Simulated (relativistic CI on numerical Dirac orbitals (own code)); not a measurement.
## Spin-allowed bands of a d2 ion in a tetrahedral site, by hand

Problem. A d2 ion in a tetrahedral site has a 3A2 ground term and spin-allowed bands at ν1 = 9000 and ν2 = 14239 cm⁻¹ (from a computed ligand-field model). Find Δ and the Racah parameter B, and predict the third band.

Working.
1. The F term splits into A2 (−1.2Δ), T2 (−0.2Δ) and T1 (+0.6Δ), so ν1 = E(T2) − E(A2) = Δ = 9000 cm⁻¹.
2. T1(F) mixes with T1(P), which lies at 15B, through an element 0.4Δ. The two roots, counted from A2, are ν2,3 = ½(15B + 3Δ) ∓ ½√[(15B − Δ)² + 12BΔ].
3. Solving the lower root for B gives B = (2ν1² + ν2² − 3ν1ν2)/(15ν2 − 27ν1) = -19703879/-29415 = 670 cm⁻¹.
4. The sum of the roots is 15B + 3Δ, so ν3 = 15B + 3ν1 − ν2 = 22809 cm⁻¹ (438 nm).

Check. The bands were computed by exact diagonalisation of the d2 shell with B = 670 and Δ = 9000 cm⁻¹, which gives ν3 = 22811 cm⁻¹. C does not enter the terms of highest spin.
